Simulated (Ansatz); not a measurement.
Consider the cleavage of the Si–Sn bond: `[F][SnH]([F])[SiH3]` + `[NH2][Sn][OH]` → `[NH2][Sn][O][SiH3]` + `[F][SnH2][F]`.

Program: Ansatz. Geometries: PBE0-D4/def2-TZVP. ΔE: electronic, gas phase. CBS: MP2 limit from def2 TZ/QZ plus the TZ coupled-cluster correction, frozen cores. DFT in def2-TZVPP. B3LYP here is the variant with VWN-RPA as its local correlation; programs differ in this. def2 core potentials past Kr. For Sn outer-core shells are correlated without core-valence functions, which leaves a few kJ/mol of doubt a bond. Each species was taken in one conformer, which may not be the lowest.

`[F][SnH]([F])[SiH3]`:

```xyz
8

F     2.131    0.564    1.172
Sn    0.329   -0.093    1.136
F    -0.640    1.301    2.030
Si   -0.431   -0.090   -1.312
H     0.314   -1.408    2.219
H     0.388   -1.080   -2.053
H    -0.226    1.277   -1.842
H    -1.864   -0.471   -1.351
```

`[NH2][Sn][OH]`:

```xyz
6

N     0.958    0.412   -0.193
Sn    0.252   -1.279    0.661
O    -1.674   -0.871    0.413
H     1.943    0.617   -0.276
H     0.405    1.158   -0.588
H    -1.884   -0.037   -0.016
```

`[NH2][Sn][O][SiH3]`:

Z-matrix (Å, degrees):
```
Si
O 1 1.623
H 1 1.489 2 110.7
H 1 1.489 2 110.7 3 -120.4
H 1 1.496 2 112.1 3 119.8
Sn 2 1.989 1 144.0 3 -119.2
N 6 2.011 2 95.2 1 -0.1
H 7 1.010 6 124.3 2 -0.1
H 7 1.008 6 124.2 2 -179.9
```

`[F][SnH2][F]`:

Z-matrix (Å, degrees):
```
Sn
F 1 1.909
F 1 1.909 2 103.3
H 1 1.692 2 107.1 3 -112.8
H 1 1.692 2 107.1 3 112.8
```

| level | ΔE (kcal/mol) |
| --- | --- |
| revPBE-D4 | -13.2 |
| BLYP-D4 | -16.1 |
| ωB97M-V | -18.3 |
| BLYP | -14.7 |
| B3LYP | -16.7 |
| CCSD/def2-SVP | -19.6 |
| HF/def2-TZVPP | -23.8 |
| SCS-MP2/def2-TZVPP | -20.9 |

(1) What does CCSD(T)/CBS give? (Estimate.)

Largest T1 diagnostic among the species: 0.017.

Results:

(1) Ansatz gave: -17.9 kcal/mol. The listed levels differ from it by 4.7, 1.8, -0.4, 3.2, 1.2, -1.7, -5.9, -3.0 kcal/mol.

At CCSD(T), def2-SVP lies −1.4 kcal/mol from the extrapolated value and def2-TZVPP −1.4 kcal/mol. In def2-TZVPP, CCSD(T) changes the Hartree–Fock value by +4.5 kcal/mol (the triples alone add +0.5 kcal/mol) and MP2 by +4.0 kcal/mol. The D4 term adds −1.0 kcal/mol with B3LYP and −0.5 kcal/mol with PBE0; it sums over pairs of atoms, weighted by their polarisabilities, and B3LYP, whose exchange is more repulsive, gets the larger term.
